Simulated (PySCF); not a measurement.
PySCF input (MN15/def2-TZVPD):

```python
from pyscf import gto, scf, dft

mol = gto.M(
    atom='''
    B    -0.78072456   -0.23845367    0.00334708
    F    -1.37153002    0.92378983    0.00971963
    Cl    0.95572899   -0.41893178   -0.00613013
    ''',
    basis='def2-tzvpd',
    charge=0,
    spin=1,
    verbose=4,
)

mf = dft.UKS(mol, xc='mn15').density_fit(auxbasis='def2-universal-jkfit')
mf.grids.level = 4
mf.conv_tol = 1e-9
mf.max_cycle = 100
mf.max_memory = 1500
mf.kernel()
if not mf.converged:
    mf = mf.newton()
    mf.kernel(mf.make_rdm1())
for _ in range(2):
    mo, _, stable, _ = mf.stability(return_status=True)
    if stable:
        break
    mf.kernel(mf.make_rdm1(mo, mf.mo_occ))
mf.analyze()
```

End of the output:

```
Extra cycle  E= -584.778184080973  delta_E= -2e-11  |g|= 2.72e-06  |ddm|= 5.38e-06
converged SCF energy = -584.778184080973  <S^2> = 0.75281166  2S+1 = 2.0028097
uhf_internal: lowest eigs of H = [0.22773936 0.43644798 0.44826419]
<class 'pyscf.df.df_jk.DFUKS'> wavefunction is stable in the internal stability analysis
**** SCF Summaries ****
Total Energy =                        -584.778184080973233
Nuclear Repulsion Energy =              74.161697224977772
One-electron Energy =                 -955.124972862078039
Two-electron Energy =                  296.185091556127077
Two-electron Coulomb Energy =          338.781973865807231
DFT Exchange-Correlation Energy =      -42.596882309680140
HOMO-LUMO gap [eV] =                     5.792850316502806
**** MO energy ****
                             alpha | beta                alpha | beta
MO #1   energy= -100.37006999659   | -100.369496301566  occ= 1 | 1
MO #2   energy= -24.3340158881947  | -24.3326087485218  occ= 1 | 1
MO #3   energy= -9.19443358365815  | -9.19372399763356  occ= 1 | 1
MO #4   energy= -7.2118282068395   | -7.21099857365518  occ= 1 | 1
MO #5   energy= -7.20522827571818  | -7.20501553875033  occ= 1 | 1
MO #6   energy= -7.20290839675045  | -7.2022996703861   occ= 1 | 1
MO #7   energy= -6.83148267137345  | -6.82356136871048  occ= 1 | 1
MO #8   energy= -1.2956788113016   | -1.29237889051931  occ= 1 | 1
MO #9   energy= -0.898809109275923 | -0.893131596949047 occ= 1 | 1
MO #10  energy= -0.644452924423966 | -0.637721330466341 occ= 1 | 1
MO #11  energy= -0.566870828878426 | -0.556328335957618 occ= 1 | 1
MO #12  energy= -0.558471874111901 | -0.55631403684529  occ= 1 | 1
MO #13  energy= -0.51275202499275  | -0.492616895473063 occ= 1 | 1
MO #14  energy= -0.409271687656149 | -0.408362005491411 occ= 1 | 1
MO #15  energy= -0.404920715744067 | -0.399420183476232 occ= 1 | 1
MO #16  energy= -0.264317876870045 | -0.0514345525055626 occ= 1 | 0
MO #17  energy= -0.0385811186315692 | 0.00307030806202467 occ= 0 | 0
MO #18  energy= 0.0450010267609727 | 0.0547994684965949 occ= 0 | 0
MO #19  energy= 0.0660966849417627 | 0.0762409492917885 occ= 0 | 0
MO #20  energy= 0.0790643413446944 | 0.0856314209308301 occ= 0 | 0
MO #21  energy= 0.0828922001649025 | 0.0858069788907358 occ= 0 | 0
MO #22  energy= 0.11044855226749   | 0.115437601352727  occ= 0 | 0
MO #23  energy= 0.120638128060525  | 0.13237514806603   occ= 0 | 0
MO #24  energy= 0.141500073647194  | 0.147317650582405  occ= 0 | 0
MO #25  energy= 0.153055883420118  | 0.165320694333712  occ= 0 | 0
MO #26  energy= 0.155070955555868  | 0.174064360344831  occ= 0 | 0
MO #27  energy= 0.163835394759325  | 0.177019020361772  occ= 0 | 0
MO #28  energy= 0.179993838363626  | 0.194898944018254  occ= 0 | 0
MO #29  energy= 0.202410821524093  | 0.208571641508482  occ= 0 | 0
MO #30  energy= 0.228615756142496  | 0.23784781304208   occ= 0 | 0
MO #31  energy= 0.232008967738072  | 0.248396696733776  occ= 0 | 0
MO #32  energy= 0.239906701668022  | 0.268074690361035  occ= 0 | 0
MO #33  energy= 0.251549049356051  | 0.270689883336465  occ= 0 | 0
MO #34  energy= 0.26597940198425   | 0.274593143947374  occ= 0 | 0
MO #35  energy= 0.269731622091445  | 0.291068809922025  occ= 0 | 0
MO #36  energy= 0.284785189674923  | 0.292245368152276  occ= 0 | 0
MO #37  energy= 0.301258952422542  | 0.31041913164572   occ= 0 | 0
MO #38  energy= 0.312679933343226  | 0.324532625158707  occ= 0 | 0
MO #39  energy= 0.312827010168825  | 0.340301527088056  occ= 0 | 0
MO #40  energy= 0.373108021937087  | 0.384512730906214  occ= 0 | 0
MO #41  energy= 0.410766449663899  | 0.424526727325267  occ= 0 | 0
MO #42  energy= 0.431103954838782  | 0.445515991711594  occ= 0 | 0
MO #43  energy= 0.510331164288631  | 0.522784999727929  occ= 0 | 0
MO #44  energy= 0.515508527087654  | 0.534533745403014  occ= 0 | 0
MO #45  energy= 0.562084141181524  | 0.568713011097477  occ= 0 | 0
MO #46  energy= 0.587576496420698  | 0.595876477657473  occ= 0 | 0
MO #47  energy= 0.592518044448709  | 0.597542340818327  occ= 0 | 0
MO #48  energy= 0.606934659161509  | 0.617875018998236  occ= 0 | 0
MO #49  energy= 0.611159896470769  | 0.620662510106361  occ= 0 | 0
MO #50  energy= 0.63474141966089   | 0.635357473702436  occ= 0 | 0
MO #51  energy= 0.660664033869931  | 0.665059960040184  occ= 0 | 0
MO #52  energy= 0.6665722697553    | 0.668973737856032  occ= 0 | 0
MO #53  energy= 0.677247310026781  | 0.682504518974142  occ= 0 | 0
MO #54  energy= 0.695617378214458  | 0.71460425073301   occ= 0 | 0
MO #55  energy= 0.7168425483299    | 0.720384951209819  occ= 0 | 0
MO #56  energy= 0.721224993852989  | 0.74024282191146   occ= 0 | 0
MO #57  energy= 0.782644039516092  | 0.788516328316391  occ= 0 | 0
MO #58  energy= 0.8095269855579    | 0.83820697526957   occ= 0 | 0
MO #59  energy= 0.853307557317591  | 0.913020706340078  occ= 0 | 0
MO #60  energy= 0.888274144465359  | 0.931812860421645  occ= 0 | 0
MO #61  energy= 0.911923975737739  | 0.97021967480018   occ= 0 | 0
MO #62  energy= 0.949358483202329  | 0.982045726684908  occ= 0 | 0
MO #63  energy= 1.00553518700138   | 1.04951877295449   occ= 0 | 0
MO #64  energy= 1.05927449321436   | 1.08103440863205   occ= 0 | 0
MO #65  energy= 1.1108270555992    | 1.11416266508434   occ= 0 | 0
MO #66  energy= 1.18735231153565   | 1.2049164702094    occ= 0 | 0
MO #67  energy= 1.20151544695825   | 1.23310454851295   occ= 0 | 0
MO #68  energy= 1.35151017274113   | 1.3638370951026    occ= 0 | 0
MO #69  energy= 1.55376029546987   | 1.55849033903895   occ= 0 | 0
MO #70  energy= 1.59862367553935   | 1.67325515003936   occ= 0 | 0
MO #71  energy= 1.6401282405697    | 1.71707161344132   occ= 0 | 0
MO #72  energy= 1.68455738993771   | 1.72377830924164   occ= 0 | 0
MO #73  energy= 1.71972014541895   | 1.79197290859332   occ= 0 | 0
MO #74  energy= 1.75626318612376   | 1.83586436053824   occ= 0 | 0
MO #75  energy= 1.78127783348513   | 1.857136463186     occ= 0 | 0
MO #76  energy= 1.79905001054312   | 1.92094915988793   occ= 0 | 0
MO #77  energy= 1.84940765938123   | 1.9230879286611    occ= 0 | 0
MO #78  energy= 1.8904976265066    | 1.95610525269191   occ= 0 | 0
MO #79  energy= 1.91664305751575   | 1.96127141127175   occ= 0 | 0
MO #80  energy= 1.93242832176542   | 1.98002410913538   occ= 0 | 0
MO #81  energy= 1.95317943689999   | 1.98187996891858   occ= 0 | 0
MO #82  energy= 1.95928751931879   | 2.01622663301133   occ= 0 | 0
MO #83  energy= 1.97597545734176   | 2.03305935556486   occ= 0 | 0
MO #84  energy= 2.04515353249081   | 2.06268336811176   occ= 0 | 0
MO #85  energy= 2.05780894200128   | 2.09721265595364   occ= 0 | 0
MO #86  energy= 2.06315227122976   | 2.10844468255646   occ= 0 | 0
MO #87  energy= 2.12218650932676   | 2.23669520503039   occ= 0 | 0
MO #88  energy= 2.23210921044289   | 2.29830439219225   occ= 0 | 0
MO #89  energy= 2.31204461131645   | 2.32379390045098   occ= 0 | 0
MO #90  energy= 2.32442692554342   | 2.34991176923832   occ= 0 | 0
MO #91  energy= 2.38020744476719   | 2.39227041085133   occ= 0 | 0
MO #92  energy= 2.3982479266457    | 2.4209846669313    occ= 0 | 0
MO #93  energy= 2.40396659871155   | 2.42267750129894   occ= 0 | 0
MO #94  energy= 2.49836966131538   | 2.56121580249416   occ= 0 | 0
MO #95  energy= 2.61978641484931   | 2.74608985697821   occ= 0 | 0
MO #96  energy= 2.81735085068529   | 2.83947253561542   occ= 0 | 0
MO #97  energy= 2.82343483970728   | 2.86714298473286   occ= 0 | 0
MO #98  energy= 2.87693728590604   | 2.89870607405513   occ= 0 | 0
MO #99  energy= 2.9140161878201    | 2.94728931259794   occ= 0 | 0
MO #100 energy= 3.03581185423094   | 3.0850230484822    occ= 0 | 0
MO #101 energy= 3.34708698235234   | 3.35187984461217   occ= 0 | 0
MO #102 energy= 3.47463088285141   | 3.4873012841089    occ= 0 | 0
MO #103 energy= 3.66450447431583   | 3.71718036905424   occ= 0 | 0
MO #104 energy= 3.93901807548882   | 3.94397101992164   occ= 0 | 0
[...]
```

It need not be the lowest isomer of its formula.
